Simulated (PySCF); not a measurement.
A GIAO shielding run with PySCF (density fitting, non-relativistic, gas phase) on `CC(C)C1CCCC1`, C$_{8}$H$_{16}$:

```
{"job": {"kind": "nmr", "xc": "PBE0", "basis": "pcSseg-1"}, "charge": 0, "multiplicity": 1}
C     -2.091575     0.346012     1.280280
C     -1.320803    -0.327042     0.145001
C     -2.143570    -0.255514    -1.140830
C      0.052030     0.332025    -0.033549
C      0.857735    -0.205291    -1.222455
C      2.295404     0.153220    -0.866244
C      2.377141    -0.205646     0.615759
C      0.986344     0.129791     1.180053
H     -2.271511     1.392446     1.041809
H     -3.053121    -0.140851     1.427668
H     -1.538874     0.297588     2.214677
H     -1.169376    -1.382261     0.401456
H     -2.230995     0.775716    -1.476509
H     -3.144731    -0.644865    -0.968270
H     -1.684864    -0.839556    -1.933928
H     -0.106749     1.404986    -0.185364
H      0.752303    -1.290293    -1.281757
H      0.543756     0.229124    -2.169924
H      2.454459     1.224310    -1.004365
H      3.027160    -0.383633    -1.468600
H      2.577389    -1.273123     0.720833
H      3.170948     0.335445     1.129361
H      1.021708     1.031021     1.791353
H      0.628057    -0.683845     1.811102
```

Hardware: 1 thread of an x86-64 server CPU, shared host. The job also computes population analyses, field gradients, ring-centre shieldings.

(1) How large is the calculation?

(2) How long does it take?

Results:

(1) 64 electrons, 216 basis functions and 1112 auxiliary functions.

(2) 77 s of wall time, with 12 SCF cycles and 4 response iterations. Times on a shared host scatter by some tens of per cent.
